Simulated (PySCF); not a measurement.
Species: H5NSeSi.
Structure used (PBE0-D3(BJ)/def2-SVP), in Å, numbered top down from 1:
```xyz
8
H5NSeSi angstrom
N     -0.9850   -0.6301    0.2939
Si     0.1758    0.5524   -0.1677
Se     1.9861   -0.4406   -1.1382
H     -1.6025   -0.4680    1.0804
H     -1.3763   -1.2816   -0.3760
H     -0.2206    1.5334   -1.2277
H      0.5109    1.2985    1.0803
H      2.2185   -1.3313    0.0097
```

Method used: PySCF 2.14.0, PBE0-D3(BJ)/def2-SVP geometry optimisation, gas phase.

Masses are those of the commonest isotopes; rigid-rotor values at the optimised geometry. The values belong to one conformer with, in the numbering `[NH2:1][SiH2:2][SeH:3]`, H–N1–Si2–Se3 151° and -57°, N1–Si2–Se3–H -55°.

(1) What are A, B and C (GHz)?

(2) Classify the top.

(3) What does the inertial defect say?

(4) Give the other two planar moments, Paa and Pbb, and the rms extents of the mass along the axes.

(5) Predict some low-J microwave lines.

## Answers

(1) Ia = 31.41, Ib = 212.47, Ic = 233.78 u·Å²; 505379 MHz·u·Å²/I gives 16090, 2379 and 2162 MHz, that is A = 16.090, B = 2.3785, C = 2.1618 GHz.

(2) A near-prolate asymmetric top: κ = (2 × 2379 − 16090 − 2162)/(16090 − 2162) = -0.97.

(3) Not planar: Δ = Ic − Ia − Ib = -10.11 u·Å². For a rigid frame Δ = −2 Σ m c², so Σ m c² = 5.05 u·Å² lies off the ab plane: 5.04 from hydrogen and 0.02 from heavier atoms. The atom farthest from that plane is 1.23 Å away.

(4) Paa = Σ m a² = (Ib + Ic − Ia)/2 = 207.42 and Pbb = Σ m b² = (Ia + Ic − Ib)/2 = 26.36 u·Å². With the mass M = 126.94 u, the rms extents √(P/M) along a, b and c are 1.28, 0.46, 0.20 Å.

(5) The dipole components are |μa| = 2.14 D, |μb| = 0.97 D, |μc| = 0.16 D. The squared components, which scale the intensities, stand as 1.00 : 0.20 : 0.01 (a : b : c). Some lines, for components of 0.1 D or more:

| type | branch | J(Ka,Kc) | MHz | lower level (cm⁻¹) |
| --- | --- | --- | --- | --- |
| a | Q | 4(1,3) ← 4(1,4) | 2167 | 1.939 |
| a | R | 2(1,2) ← 1(1,1) | 8864 | 0.609 |
| a | R | 2(0,2) ← 1(0,1) | 9078 | 0.151 |
| a | R | 2(1,1) ← 1(1,0) | 9297 | 0.616 |
| a | R | 3(1,3) ← 2(1,2) | 13294 | 0.904 |
| a | R | 4(1,4) ← 3(1,3) | 17723 | 1.348 |
| c | R | 2(1,1) ← 1(0,1) | 23226 | 0.151 |
| c | R | 2(2,1) ← 1(1,1) | 50649 | 0.609 |
| b | R | 4(2,3) ← 3(1,2) | 58971 | 1.391 |
| b | R | 4(2,2) ← 3(1,3) | 60309 | 1.348 |
| c | R | 4(3,2) ← 3(2,2) | 87268 | 2.753 |
| c | Q | 4(4,1) ← 4(3,1) | 96735 | 5.664 |
| b | Q | 4(4,1) ← 4(3,2) | 96735 | 5.664 |
| b | R | 4(4,1) ← 3(3,0) | 114901 | 5.058 |

Not checked by PBE0-D3(BJ)/def2-SVP frequencies. Constants of a rigid frame at the computed geometry: no zero-point averaging, no centrifugal distortion. A rigid rotor knows nothing of inversion at nitrogen, which can split or shift real lines. Quadrupole hyperfine structure (14N) is left out.
